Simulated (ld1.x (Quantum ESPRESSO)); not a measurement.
## arsenic (As): one change to a TM potential, before and after

ld1.x (Quantum ESPRESSO) 7.5 input, shortened:

```
&input
   title='As', zed=33., rel=2, dft='PBESOL', iswitch=3,
   config='[Ar] 3d10 4s2 4p2 4d-2', rel_dist='average'
 /
 &inputp
   pseudotype=2, tm=.true., lloc=-2, rcloc=1.80,
   nlcc=.false.
 /
3
4S  1  0   2.00   0.00  1.20  1.20  0.0
4P  2  1   2.00   0.00  2.05  2.05  0.0
4D  3  2  -2.00   0.25  2.25  2.25  0.0
 &test
   configts(1)='4s2 4p2'
 /
```

Open shells are filled in proportion to 2j + 1 (rel_dist='average').

Change: core correction a·sin(br)/r model core inside 1.48 bohr.

Cutoffs: the cutoffs (Ry, on a coarse ladder) from which the occupation-weighted sum of valence levels, in a spherical-Bessel basis at the reference potential, stays within 10 and 1 mRy of its value at 400 Ry; they do not see the model core or the augmentation charge, which bear on the density cutoff. Errors are all-electron minus pseudo energies relative to the spin-unpolarised reference configuration.

**Question.** How do hardness, ghosts and transferability respond?

**Answer.** The potential gets neither clearly harder nor softer (80 Ry and 160 Ry → 80 Ry and 160 Ry); of the 7 tests that both files solve, the error grows in 3 and shrinks in 3 by more than 15 % and 0.3 meV (median size 2.6 → 8.7 meV); neither file shows a bound ghost. A model core, the more so a compact one, raises the density cutoff, which this test does not measure.

| quantity | base | changed |
| --- | --- | --- |
| cutoff, loose | 80 Ry | 80 Ry |
| cutoff, tight | 160 Ry | 160 Ry |
| bound ghosts | none | none |
| error for 4s2 4p3, meV [ΔE -9.16 eV] | -1.2 | -1.2 |
| error for 4s2 4p1, meV [ΔE 17.95 eV] | -2.6 | -8.7 |
| error for 4s2 4p0, meV [ΔE 45.67 eV] | -2.2 | -65 |
| error for 4s1 4p0, meV [ΔE 96.30 eV] | +99 | -332 |
| error for 4s0 4p5, meV [ΔE 9.90 eV] | +68 | -30 |
| error for 4s2 4p3.3, meV [ΔE -10.40 eV] | -1.6 | -1.3 |
| error for 4s1 4p4, meV [ΔE 0.26 eV] | +8.5 | -5.7 |
| s: phases at 2.45 bohr within 0.05 rad from the reference energy up to (Ry; the scan ends near 5) | 1.2 | 1.2 |
| p1/2: phases at 2.45 bohr within 0.05 rad from the reference energy up to (Ry; the scan ends near 5) | 2.4 | 2.4 |
| p3/2: phases at 2.45 bohr within 0.05 rad from the reference energy up to (Ry; the scan ends near 5) | 2.5 | 2.5 |
| d3/2: phases at 2.45 bohr within 0.05 rad from the reference energy up to (Ry; the scan ends near 5) | 3.9 | 3.9 |
| d5/2: phases at 2.45 bohr within 0.05 rad from the reference energy up to (Ry; the scan ends near 5) | 3.9 | 3.9 |
